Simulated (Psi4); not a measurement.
Psi4 input (wB97X-D/6-311+G**):

```
memory 1500 MB

molecule {
0 2
F    -0.16891600    2.25152600    0.44913200
C    -0.13719700    0.93763100    0.18006800
C    -1.33573600    0.20830700   -0.09608300
C    -0.99438600   -1.07706400   -0.32695200
S     0.65945100   -1.44642500   -0.23109000
C     1.01276500    0.21309100    0.14976600
H    -2.32460900    0.63880000   -0.10994200
H     2.02095300    0.54847000    0.32440500
symmetry c1
no_reorient
no_com
}

set {
  basis 6-311+G**
  reference uks
  scf_type df
  df_basis_scf def2-universal-jkfit
  dft_radial_points 99
  dft_spherical_points 590
  e_convergence 1e-8
  d_convergence 1e-7
  maxiter 150
}

e = energy('wb97x-d')
print_out(f'\nFINAL {e:.10f} DIPOLE {variable("CURRENT DIPOLE")[0]:.6f} {variable("CURRENT DIPOLE")[1]:.6f} {variable("CURRENT DIPOLE")[2]:.6f}\n')
```

From the output:

```
              A
    DOCC [    25 ]
    SOCC [     1 ]
    NA   [    26 ]
    NB   [    25 ]

  @DF-UKS Final Energy:  -651.52950883404526

   => Energetics <=

    Nuclear Repulsion Energy =            259.8784562405546694
    One-Electron Energy =               -1411.0716649863470593
    Two-Electron Energy =                 541.3104458481241181
    DFT Exchange-Correlation Energy =     -41.6448312635235354
    Empirical Dispersion Energy =          -0.0019146728534414
    VV10 Nonlocal Energy =                  0.0000000000000000
    Total Energy =                       -651.5295088340452594

  UHF NO Occupations:
  HONO-2 :   24  A 1.9992383
  HONO-1 :   25  A 1.9938119
  HONO-0 :   26  A 1.0000000
  LUNO+0 :   27  A 0.0061881
  LUNO+1 :   28  A 0.0007617
  LUNO+2 :   29  A 0.0003254
  LUNO+3 :   30  A 0.0002570

Computation Completed

Properties will be evaluated at   0.000000,   0.000000,   0.000000 [a0]

Properties computed using the SCF density matrix

 Multipole Moments:

 ------------------------------------------------------------------------------------
     Multipole            Electronic (a.u.)      Nuclear  (a.u.)        Total (a.u.)
 ------------------------------------------------------------------------------------

 L = 1.  Multiply by 2.5417464519 to convert [e a0] to [Debye]
 Dipole X            :          0.1174631           -0.0000151            0.1174480
 Dipole Y            :         -0.2473076           -0.0000113           -0.2473190
 Dipole Z            :         -0.0390335            0.0000094           -0.0390240
 Magnitude           :                                                    0.2765566

 ------------------------------------------------------------------------------------

FINAL -651.5295088340 DIPOLE 0.117448 -0.247319 -0.039024

*** Psi4 exiting successfully. Buy a developer a beer!
```

The geometry given is a B3LYP-D3(BJ)/def2-TZVP minimum.
